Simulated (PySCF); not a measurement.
1-fluoro-1-methylcyclopropane (C4H7F), SMILES C1(F)(CC1)C. Coordinates come from a PBE0-D3(BJ)/def2-SVP optimisation.

Computed equilibrium geometry at PBE0-D3(BJ)/def2-SVP (PySCF confirms it by a frequency run) as a Z-matrix, and its point group:
point group Cs.
```
C
F 1 1.3685
C 1 1.4896 2 115.28
H 3 1.0927 1 116.32 2 -1.14
H 3 1.0934 4 115.03 1 145.35
C 1 1.4896 2 115.28 3 68.35
H 6 1.0927 1 116.32 2 1.14
H 6 1.0934 7 115.03 1 -145.35
C 1 1.4968 2 111.45 3 -145.82
H 9 1.0987 1 110.73 2 180.00
H 9 1.1007 10 108.44 1 121.25
H 9 1.1007 10 108.44 11 117.50
```
